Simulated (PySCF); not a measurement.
**Unknown compound**

Molecular formula: C$_{2}$H$_{9}$B$_{2}$N. Simulated spectra:

1H NMR (400 MHz, computed): δ 6.43 (br s, 1H), 5.30 (br, 1H), 5.15 (br, 2H), 0.98 (m, 2H), 0.98 (m, 3H).

13C{1H} NMR (computed): δ 14.9 (CH2), 9.8 (CH3).

[PySCF 2.14.0 with density-fitted response routines: geometry from PBE0-D3(BJ)/def2-SVP; B3LYP/pcJ-1 coupling constants (spin–dipole term only in couplings to heteroatoms); σ from GIAO-HF/pcSseg-2; no relativistic terms; one computed conformer; fast rotation and ring inversion assumed for equivalent nuclei; in vacuum]

Shifts are taken against calculated references (same method and geometry level): 1H (σ = 31.68 ppm) and 13C (σ = 191.47 ppm) vs TMS.

Deduce the structure.

## Answers


2 carbon signals for 2 carbons: no two carbons are equivalent. Carbon types of the structure: 1 × CH2, 1 × CH3, leaving 4 H on heteroatoms. δC 14.9: sp3 CH2 bonded to B. δC 9.8: methyl carbon; a saturated carbon with 1 carbon neighbour and no heteroatom attached. δH 6.43: hydrogen on a nitrogen bonded to 2 B; labile proton, position sensitive to the medium. δH 5.30: hydrogen on a boron bonded to C, N. δH 5.15: hydrogen on a boron bonded to N. δH 0.98: hydrogen on an sp3 CH2 bonded to B. δH 0.98: hydrogen on a methyl carbon.

These data were computed for `BNBCC`.

This is the structure that produced the data.

OH and NH positions are those of a molecule without intermolecular hydrogen bonds; in solution they move with solvent, concentration and temperature, and exchange usually removes their couplings. Hydrogens on boron are broadened and split by 11B (spin 3/2, 80 %) and 10B (spin 3). A carbon bonded to boron is broadened by the quadrupolar boron nucleus and is often missing from a measured spectrum. Multiplet labels drop couplings under 1 Hz and merge nearly equal ones. Unscaled 3J(H,H) at this level run about 10 % above measured values. Shifts are as computed, not scaled to solution data. Of 1309 compounds with measured shifts, 239 miss one by over three times the rms of a fit or turn the order of signals round; such compounds aren't used in these exercises. Couplings to exchangeable protons are dropped. Only one conformer was computed, so three-bond couplings in flexible chains and rings are approximate.
